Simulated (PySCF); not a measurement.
Geometry:
| atom | x (Å) | y (Å) | z (Å) |
| --- | --- | --- | --- |
| C1 | -1.694 | 1.399 | -0.127 |
| C2 | -0.449 | 0.625 | 0.273 |
| C3 | -0.505 | -0.827 | -0.189 |
| C4 | 0.642 | -1.698 | 0.303 |
| S5 | 2.263 | -1.251 | -0.377 |
| C6 | 2.311 | 0.458 | 0.207 |
| S7 | 0.988 | 1.522 | -0.415 |
| H8 | -1.633 | 2.448 | 0.198 |
| H9 | -1.827 | 1.386 | -1.220 |
| H10 | -2.587 | 0.947 | 0.331 |
| H11 | -0.346 | 0.648 | 1.373 |
| H12 | -1.449 | -1.262 | 0.186 |
| H13 | -0.546 | -0.854 | -1.290 |
| H14 | 0.487 | -2.745 | 0.003 |
| H15 | 0.698 | -1.682 | 1.405 |
| H16 | 3.257 | 0.891 | -0.149 |
| H17 | 2.322 | 0.478 | 1.309 |

Method: PBE0-D3(BJ)/def2-SVP geometry, shieldings: GIAO KT2/pcSseg-1, in PySCF 2.14.0 with density-fitted response routines (fast rotation and ring inversion assumed for equivalent nuclei, non-relativistic, single conformer, no solvent).

Chemical shifts δ = σref − σ; 13C (σref 183.22) and 1H (σref 31.18) against TMS; CS2 for 33S (σref 518.69), all at this level.

```tsv
atoms	nucleus	count	δ (ppm)
C3	13C	1	38.3
C2	13C	1	?
H14	1H	1	2.72
H8/H9/H10	1H	3	1.16
H16	1H	1	3.48
S5	33S	1	?
H11	1H	1	2.56
C1	13C	1	?
C4	13C	1	38.3
H12	1H	1	?
H17	1H	1	4.44
S7	33S	1	?
H15	1H	1	2.85
H13	1H	1	1.20
C6	13C	1	45.5
```

Estimate the values marked ?.

## Answers


- C2: 46.3 ppm, sp3 CH bonded to S
- C1: 24.2 ppm, methyl carbon; aliphatic region, no heteroatom directly attached
- H12: 1.89 ppm, hydrogen on an sp3 CH2 in a ring
- S7: 87 ppm, sulfide sulfur
- S5: 37 ppm, sulfide sulfur

Shifts are as computed. Against solution values, carbons near 30 ppm lie about +2 ppm off and those near 130 ppm about -5 ppm. Of 1211 compounds with measured shifts, 218 miss one by over three times the rms of a fit or turn the order of signals round; such compounds aren't used in these exercises.
